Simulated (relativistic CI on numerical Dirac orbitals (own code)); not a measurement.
# Line list: Forbidden lines, Se XXI

Calculated at this level of theory: Dirac-Coulomb-Breit CI, orbitals from a KLI potential per configuration, model QED, unscaled Slater integrals (own radial code, finite nucleus).

CI space (outside the closed core [Ne]): 3s2 3p2, 3s 3p3, 3s2 3p 3d, 3p4, 3s 3p2 3d, 3p3 3d, 3s 3p 3d2, 3s2 3d 4p, 3p3 4s, 3s2 3p 4s, 3s 3p 3d 4s, 3p3 4p, 3s2 3p 4p, 3s2 3d2, 3s 3d3, 3p2 3d2, 3p 3d3, 3p 3d2 4s, 3p 3d2 4p, 3s2 3d 4s, 3s 3d2 4s. Double excitations out of closed p, d and f shells are left out; levels of such configurations are missing from the list, as are those of other unlisted configurations, and high levels can miss mixing partners.

| λ vac (nm) | Lower | Upper | Type | A (s⁻¹) | log gf |
| --- | --- | --- | --- | --- | --- |
| 15.801 | 3s2 3p2 1D_2 [4] | 3s2 3p 3d 3F°_4 [17] | M2 | 1.66e+02 | -8.25 |
| 26.603 | 3s 3p3 5S°_2 [6] | 3s2 3p 3d 3F°_4 [17] | E2 | 7.35e+01 | -8.15 |
| 37.555 | 3s 3p3 3D°_2 [8] | 3s2 3p 3d 3F°_4 [17] | E2 | 8.07e+01 | -7.81 |
| 40.472 | 3s 3p3 3D°_3 [9] | 3s2 3p 3d 3F°_4 [17] | M1 | 3.04e+02 | -7.17 |
| 61.931 | 3s2 3p2 3P_1 [2] | 3s2 3p2 1S_0 [5] | M1 | 2.64e+04 | -5.82 |
| 104.87 | 3s2 3p2 3P_1 [2] | 3s2 3p2 1D_2 [4] | M1 | 3.83e+03 | -5.50 |
| 139.66 | 3s2 3p2 3P_2 [3] | 3s2 3p2 1D_2 [4] | M1 | 3.27e+03 | -5.32 |
| 207.00 | 3s2 3p2 3P_0 [1] | 3s2 3p2 3P_1 [2] | M1 | 1.79e+03 | -5.46 |
| 223.58 | 3s2 3p 3d 3F°_3 [16] | 3s2 3p 3d 3F°_4 [17] | M1 | 1.72e+03 | -4.93 |
| 421.01 | 3s2 3p2 3P_1 [2] | 3s2 3p2 3P_2 [3] | M1 | 1.21e+02 | -5.79 |

Terms are leading LS components. Brackets give the number of a level in order of energy, since labels repeat. The list gives strong lines, with weight on those to low levels, among the lowest 200 of 976 levels, so that lines to higher ones, which can be the strongest, are missing. Levels whose partners in the same complex of configurations lie outside the list can be far off, and so can their lines. Rates are taken at the computed energies, electric ones in the length gauge.

At this charge energies of transitions that change n are usually good to better than 1 %, and those within a shell (Δn = 0) to a few per cent.

Problem. From the table, what is the radiative lifetime of 3s2 3p 3d 3F°_4?

Solution. The listed rates from this level add up to about 2.35e+03 s⁻¹, 98 % of its decay; with all channels τ = 4.16e-04 s.

LS names give the leading component of a level, which can be under half, so a name can repeat, a term be missing and a line seem to break the LS rules.
